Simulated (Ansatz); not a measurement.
Ansatz (an electronic-structure program) job for InCl2, SMILES [In+]([Cl])[Cl], charge +1, r2SCAN-D4/def2-TZVP. 

Ansatz 0.2 input:
```yaml
crystal:
  periodic: [false, false, false]
  atoms:
    - {symbol: In, position_ang: [0.00000000, 0.00000000, 0.00000000]}
    - {symbol: Cl, position_ang: [0.00000000, 0.00000000, 2.29985122]}
    - {symbol: Cl, position_ang: [0.00000000, 0.00000000, -2.29985122]}
basis:
  gaussian:
    orbitals: def2-TZVP
hamiltonian:
  xc: r2scan
  dispersion: d4
total_charge: 1
relax: {f_tol: 0.002, max_steps: 200}
```

It prints:

```
WARN ansatz: RAYON_NUM_THREADS=1 ignored (pool sized by the plan → 1); use --threads N
Functional definition: r2SCAN
integrals: 0.05 GiB planned
900 factors; their error is unknown
mean field: 0.35 GiB planned
mean field evaluation 1: about -30208.2038 eV, gradient 4.8e1 eV
mean field evaluation 2: about -30180.2418 eV, gradient 1.1e2 eV
mean field evaluation 4: about -30214.2386 eV, gradient 5.9e0 eV
mean field evaluation 8: about -30214.3204 eV, gradient 3.4e-2 eV
mean field evaluation 16: about -30214.3204 eV, gradient 3.9e-6 eV
mean field -30214.32035560 eV, -1110.3557930665 hartree, gradient 3.9e-6 eV, S^2 0.000000; 0 other end points of the search recorded, 0 dependent functions left out
the calculation of the forces begins
reference -30214.32036462 eV, -1110.3557933979 hartree; 27, 27 occupied and 97, 97 virtual orbitals, 900 factors
relax step   1: F+E_penalty+E_count = -30214.33536939 eV  Δ(F+E_penalty+E_count) = +0.000e0 eV  max|allowed force component| = 1.436e0 eV/Å  Δτ_max = 0.0000 Å  (29 SCF iters, accepted)
these checks for a lower state are left out or cut short: starts, cluster_reference, orbital_swaps, neighbouring_geometries, increment
integrals: 0.05 GiB planned
900 factors; their error is unknown
mean field: 0.36 GiB planned
mean field -30214.46229904 eV, -1110.3610093917 hartree, gradient 2.4e-5 eV, S^2 0.000000; 0 other end points of the search recorded, 0 dependent functions left out
the calculation of the forces begins
reference -30214.46230777 eV, -1110.3610097123 hartree; 27, 27 occupied and 97, 97 virtual orbitals, 900 factors
relax step   2: F+E_penalty+E_count = -30214.47776122 eV  Δ(F+E_penalty+E_count) = -1.424e-1 eV  max|allowed force component| = 2.638e-1 eV/Å  Δτ_max = 0.1077 Å  (30 SCF iters, accepted)
these checks for a lower state are left out or cut short: starts, cluster_reference, orbital_swaps, neighbouring_geometries, increment
integrals: 0.05 GiB planned
900 factors; their error is unknown
mean field: 0.35 GiB planned
mean field evaluation 32: about -30214.4658 eV, gradient 1.9e-5 eV
mean field -30214.46583911 eV, -1110.3611394867 hartree, gradient 1.9e-5 eV, S^2 0.000000; 0 other end points of the search recorded, 0 dependent functions left out
the calculation of the forces begins
reference -30214.46584786 eV, -1110.3611398084 hartree; 27, 27 occupied and 97, 97 virtual orbitals, 900 factors
relax step   3: F+E_penalty+E_count = -30214.48124071 eV  Δ(F+E_penalty+E_count) = -3.479e-3 eV  max|allowed force component| = 2.189e-2 eV/Å  Δτ_max = 0.0146 Å  (30 SCF iters, accepted)
these checks for a lower state are left out or cut short: starts, cluster_reference, orbital_swaps, neighbouring_geometries, increment
integrals: 0.05 GiB planned
900 factors; their error is unknown
mean field: 0.35 GiB planned
mean field -30214.46585328 eV, -1110.3611400076 hartree, gradient 2.0e-5 eV, S^2 0.000000; 0 other end points of the search recorded, 0 dependent functions left out
the calculation of the forces begins
reference -30214.46586203 eV, -1110.3611403292 hartree; 27, 27 occupied and 97, 97 virtual orbitals, 900 factors
relax step   4: F+E_penalty+E_count = -30214.48126166 eV  Δ(F+E_penalty+E_count) = -2.095e-5 eV  max|allowed force component| = 9.055e-3 eV/Å  Δτ_max = 0.0016 Å  (32 SCF iters, accepted)
these checks for a lower state are left out or cut short: starts, cluster_reference, orbital_swaps, neighbouring_geometries, increment
integrals: 0.05 GiB planned
900 factors; their error is unknown
mean field: 0.35 GiB planned
mean field -30214.46585970 eV, -1110.3611402435 hartree, gradient 9.8e-6 eV, S^2 0.000000; 0 other end points of the search recorded, 0 dependent functions left out
the calculation of the forces begins
reference -30214.46586845 eV, -1110.3611405651 hartree; 27, 27 occupied and 97, 97 virtual orbitals, 900 factors
relax step   5: F+E_penalty+E_count = -30214.48126593 eV  Δ(F+E_penalty+E_count) = -4.263e-6 eV  max|allowed force component| = 8.238e-4 eV/Å  Δτ_max = 0.0005 Å  (24 SCF iters, accepted)
integrals: 0.05 GiB planned
900 factors; their error is unknown
mean field: 0.35 GiB planned
mean field evaluation 64: about -30214.4659 eV, gradient 9.8e-6 eV
mean field -30214.46585970 eV, -1110.3611402435 hartree, gradient 9.8e-6 eV, S^2 0.000000; 1 other end points of the search recorded, 0 dependent functions left out
the calculation of the forces begins
reference -30214.46586845 eV, -1110.3611405651 hartree; 27, 27 occupied and 97, 97 virtual orbitals, 900 factors
Total energy: -30214.48127468 eV, -1110.3617067334 hartree
Atom 0 at    -0.000000     0.000000    -0.000000 Å, force     0.000000     0.000000    -0.000000 eV/Å
Atom 1 at     0.000000    -0.000000     2.205614 Å, force    -0.000000    -0.000000    -0.000824 eV/Å
Atom 2 at     0.000000    -0.000000    -2.205614 Å, force    -0.000000    -0.000000     0.000824 eV/Å
Dipole moment:     0.000000     0.000000    -0.000000 e Å
```

The run converged.

Cost: around 40 core-seconds (rough).
